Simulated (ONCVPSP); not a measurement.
## Scattering properties, ONCV potential for Zr

```
Element                 : zirconium (Zr)
Generator               : ONCVPSP 4.0.1
Type                    : optimised norm-conserving Vanderbilt (ONCV)
Functional              : BLYP
Relativity              : scalar-relativistic
Frozen core             : [Ar] 3d10
Valence charge          : 12
Reference configuration : 4s2 4p6 4d2 5s1 5p1
Partial waves           : 4s+5s: rc 2.10 bohr, ncon 5, nbas 9, qcut 7.6 1/bohr, 2 projectors; 4p+5p: rc 1.95 bohr, ncon 4, nbas 8, qcut 8.3 1/bohr, 2 projectors; 4d: rc 2.25 bohr, ncon 4, nbas 9, qcut 7.7 1/bohr, 2 projectors, debl 0.8 Ha
Local potential         : polynomial inside 1.30 bohr (lpopt 5, dvloc0 0 Ha)
Core correction         : Teter function, fcfact 2, rcfact 1.15
```

The phase is arctan(r·R′/R) of the radial function R(r), unwrapped; energies in Ha, scanned from -4 to 5 Ha. A pole is an energy at which the radial function vanishes at the test radius. The pseudo phase is shifted by a multiple of π to meet the all-electron one at the reference energy, and phase errors are pseudo minus all-electron; the curves can meet again beyond the range given. Levels narrower than the energy grid can be missing from the lists of poles.

Q: For each channel, where are the poles, and over which energies does the pseudopotential scatter like the atom?

A:

| channel | radius (bohr) | reference energy (Ha) | poles, all-electron | poles, pseudo | unbroken range about the reference energy with phases within 0.05 rad | phase error 1 Ha above the reference energy (rad) |
| --- | --- | --- | --- | --- | --- | --- |
| s | 2.13 | -0.19 | -1.86, 3.48 | -1.86, 3.42 | below 4.9 | -0.001 |
| p | 1.97 | -0.07 | -0.72 | -0.72 | the whole range | -0.000 |
| d | 2.28 | -0.17 | 0.46, 4.71 | 0.46, 4.69 | the whole range | +0.000 |

Phases in the d channel:

```json
{"E (Ha)": "-3.98", "all-electron": "1.380", "pseudo": "1.380"}
{"E (Ha)": "-3.50", "all-electron": "1.363", "pseudo": "1.363"}
{"E (Ha)": "-3.02", "all-electron": "1.342", "pseudo": "1.342"}
{"E (Ha)": "-2.54", "all-electron": "1.312", "pseudo": "1.312"}
{"E (Ha)": "-2.06", "all-electron": "1.268", "pseudo": "1.268"}
{"E (Ha)": "-1.58", "all-electron": "1.193", "pseudo": "1.193"}
{"E (Ha)": "-1.10", "all-electron": "1.029", "pseudo": "1.029"}
{"E (Ha)": "-0.62", "all-electron": "0.406", "pseudo": "0.406"}
{"E (Ha)": "-0.14", "all-electron": "-1.107", "pseudo": "-1.107"}
{"E (Ha)": "0.34", "all-electron": "-1.520", "pseudo": "-1.520"}
{"E (Ha)": "0.82", "all-electron": "-1.701", "pseudo": "-1.701"}
{"E (Ha)": "1.30", "all-electron": "-1.902", "pseudo": "-1.902"}
{"E (Ha)": "1.78", "all-electron": "-2.443", "pseudo": "-2.443"}
{"E (Ha)": "2.26", "all-electron": "-3.884", "pseudo": "-3.885"}
{"E (Ha)": "2.74", "all-electron": "-4.380", "pseudo": "-4.380"}
{"E (Ha)": "3.22", "all-electron": "-4.536", "pseudo": "-4.536"}
{"E (Ha)": "3.70", "all-electron": "-4.615", "pseudo": "-4.616"}
{"E (Ha)": "4.18", "all-electron": "-4.667", "pseudo": "-4.668"}
{"E (Ha)": "4.66", "all-electron": "-4.708", "pseudo": "-4.710"}
```
